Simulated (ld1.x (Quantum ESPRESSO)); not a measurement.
## oxygen (O) PAW: all-electron and pseudo phase curves

ld1.x (Quantum ESPRESSO) 7.5 input, shortened:

```
&input
   title='O', zed=8., rel=1, dft='PBESOL', iswitch=3,
   config='[He] 2s2 2p4'
 /
 &inputp
   pseudotype=3, lpaw=.true., tm=.true., lloc=-2, rcloc=1.85,
   nlcc=.true., new_core_ps=.true., rcore=0.50,
   which_augfun='BESSEL', rmatch_augfun=0.60
 /
4
2S  1  0   2.00   0.00  0.65  0.75  0.0
2S  1  0   0.00  -1.30  0.65  0.75  0.0
2P  2  1   4.00   0.00  1.85  2.25  0.0
2P  2  1   0.00  -0.05  1.85  2.25  0.0
 &test
   configts(1)='2s2 2p4'
 /
```

The phase is arctan(r·u′/u) with u = r·R(r), unwrapped; energies in Ry, scanned from -4 to 5 Ry. A pole is an energy at which the radial function vanishes at the test radius. The pseudo phase is shifted by a multiple of π to meet the all-electron one at the reference energy, and phase errors are pseudo minus all-electron; the curves can meet again beyond the range given. Levels narrower than the energy grid can be missing from the lists of poles.

| channel | radius (bohr) | reference energy (Ry) | poles, all-electron | poles, pseudo | unbroken range about the reference energy with phases within 0.05 rad | phase error 1 Ry above the reference energy (rad) |
| --- | --- | --- | --- | --- | --- | --- |
| s | 2.46 | -1.75 | -1.60, 4.40 | -1.60, 4.37 | the whole range | -0.000 |
| p | 2.46 | -0.66 | -0.43, 4.60 | -0.43, 4.88 | the whole range | +0.000 |

Phases in the s channel:

```csv
E (Ry),all-electron,pseudo
-4.00,1.349,1.349
-3.76,1.339,1.339
-3.52,1.328,1.328
-3.28,1.315,1.315
-3.04,1.298,1.298
-2.80,1.274,1.274
-2.56,1.240,1.240
-2.32,1.179,1.179
-2.08,1.010,1.010
-1.84,-0.484,-0.484
-1.60,-1.570,-1.570
-1.36,-1.717,-1.717
-1.12,-1.782,-1.782
-0.88,-1.829,-1.829
-0.64,-1.871,-1.871
-0.40,-1.916,-1.916
-0.16,-1.967,-1.967
0.08,-2.032,-2.032
0.32,-2.118,-2.119
0.56,-2.243,-2.243
0.80,-2.433,-2.434
1.04,-2.736,-2.738
1.28,-3.177,-3.180
1.52,-3.642,-3.646
1.76,-3.984,-3.987
2.00,-4.200,-4.202
2.24,-4.338,-4.340
2.48,-4.431,-4.433
2.72,-4.498,-4.500
2.96,-4.549,-4.550
3.20,-4.589,-4.590
3.44,-4.621,-4.623
3.68,-4.649,-4.650
3.92,-4.672,-4.674
4.16,-4.693,-4.695
4.40,-4.713,-4.715
4.64,-4.730,-4.733
4.88,-4.747,-4.750
```
